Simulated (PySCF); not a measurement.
Al(F)(Me)(NHMe) (C₂H₇AlFN), SMILES C[NH][Al]([CH3])[F]. Atoms are numbered in the order given.

```xyz
12

Al    -0.1051     0.5217     0.0000
F     -1.3511     1.6391     0.0000
C      1.7440     1.1189     0.0000
H      2.4595     0.2810     0.0000
H      1.9549     1.7423     0.8854
H      1.9549     1.7423    -0.8854
N     -0.6125    -1.1768     0.0000
C      0.2063    -2.3756     0.0000
H     -1.6068    -1.3927     0.0000
H      0.0368    -3.0108    -0.8905
H      0.0368    -3.0108     0.8905
H      1.2754    -2.1079     0.0000
```

Coordinates come from a B3LYP-D3(BJ)/def2-SVP optimisation. The values are those of a single conformer.

Level of theory: TDA-M06-2X/def2-SVPD run with PySCF 2.14.0.

Vertical excitations.  State labels are in the subgroup Cs.

Computed excitation energies, oscillator strengths and character:
| state | symmetry | energy (eV) | λ (nm) | f | main pairs |
|---|---|---|---|---|---|
| S1 | A" | 5.67 | 219 | 0.031 | HOMO→LUMO 88 % |
| S2 | A' | 6.73 | 184 | 0.147 | HOMO→LUMO+1 95 % |
| S3 | A" | 6.86 | 181 | 0.012 | HOMO→LUMO+2 80 % |
| S4 | A" | 7.18 | 173 | 0.009 | HOMO→LUMO+3 80 % |
| S5 | A' | 7.37 | 168 | 0.179 | HOMO−1→LUMO 91 % |
| S6 | A" | 7.61 | 163 | 0.025 | HOMO−1→LUMO+1 92 % |
| S7 | A" | 8.15 | 152 | 0.029 | HOMO→LUMO+4 59 %, HOMO→LUMO+5 15 %, HOMO→LUMO+11 9 % |
| S8 | A" | 8.31 | 149 | 0.000 | HOMO→LUMO+5 53 %, HOMO→LUMO+4 13 % |
| S9 | A' | 8.54 | 145 | 0.050 | HOMO→LUMO+6 51 %, HOMO→LUMO+9 34 %, HOMO→LUMO+10 11 % |
| S10 | A" | 8.67 | 143 | 0.002 | HOMO→LUMO+7 65 %, HOMO→LUMO+8 26 % |
| T1 | A" | 5.41 | 229 | 0 | HOMO→LUMO 80 % |
| T2 | A' | 5.54 | 224 | 0 | HOMO→LUMO+1 94 % |
| T3 | A' | 6.73 | 184 | 0 | HOMO−1→LUMO 80 % |
| T4 | A" | 6.74 | 184 | 0 | HOMO→LUMO+2 80 % |
Triplets are in the Tamm–Dancoff approximation.
